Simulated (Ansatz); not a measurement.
Consider the formal loss of a carbene: `CB1C[Se]1` → `B1C[Se]1` + `[CH2]` (triplet).

Program: Ansatz. Geometries: PBE0-D4/def2-TZVP. ΔE: electronic, gas phase. CCSD(T)/CBS adds triple-zeta CCSD(T) − MP2 to the extrapolated MP2 energy (def2 sets, frozen cores). This one scheme is used for every species. Functionals use def2-TZVPP. Triplets are unrestricted, without spin–orbit coupling. For Se outer-core shells are correlated without core-valence functions, which leaves a few kJ/mol of doubt a bond. Scalar relativity is left out up to krypton.

`CB1C[Se]1`:

Z-matrix (Å, degrees):
```
C
B 1 1.542
H 1 1.090 2 114.1
H 1 1.096 2 109.5 3 122.1
H 1 1.096 2 109.6 3 -122.3
C 2 1.528 1 145.5 3 179.7
Se 2 1.899 1 143.3 3 -0.4
H 6 1.086 2 121.4 1 78.3
H 6 1.086 2 121.4 1 -78.4
```

`B1C[Se]1`:

Z-matrix (Å, degrees):
```
C
Se 1 2.020
B 1 1.525 2 62.3
H 1 1.086 2 113.2 3 114.5
H 1 1.086 2 113.2 3 -114.5
H 3 1.182 1 147.1 2 -180.0
```

`[CH2]` (triplet):

Z-matrix (Å, degrees):
```
C
H 1 1.079
H 1 1.079 2 134.9
```

| level | ΔE (kJ/mol) |
| --- | --- |
| r2SCAN | 469.4 |
| CCSD/def2-SVP | 460.9 |
| MP2/def2-TZVPP | 493.4 |
| SCS-MP2/def2-QZVPP | 498.8 |

(1) What does CCSD(T)/CBS give? (An estimate is asked.)

(2) What do rigid-rotor, harmonic-oscillator terms from PBE0-D4/def2-TZVP frequencies (298.15 K, 1 bar) make of the CCSD(T)/CBS value? (An estimate is asked.)

Largest T1 diagnostic among the species: 0.015.

## Answers

(1) The calculation gave: +488.8 kJ/mol. The listed levels differ from it by -19.4, -27.9, 4.6, 10.0 kJ/mol.

(2) The calculation gave: ΔZPE = -29.0 kJ/mol, ΔH = +464.9 kJ/mol, ΔS = 150 J/(mol·K), ΔG = +420.1 kJ/mol. Open shells count their whole term as degenerate.

At CCSD(T), def2-SVP lies −20.3 kJ/mol from the extrapolated value and def2-TZVPP −10.8 kJ/mol. From r2SCAN to r2SCAN0 (25 % exact exchange), in def2-TZVPP and without D4, ΔE moves by −4.1 kJ/mol. Leaving LDA and LC-ωPBE aside and taking each functional with its dispersion term where it has one, the values, not all of them listed here, spread over 32.5 kJ/mol, from r2SCAN0-D4 to ωB97X-V. LDA lies +73.5 kJ/mol from PBE without D4.
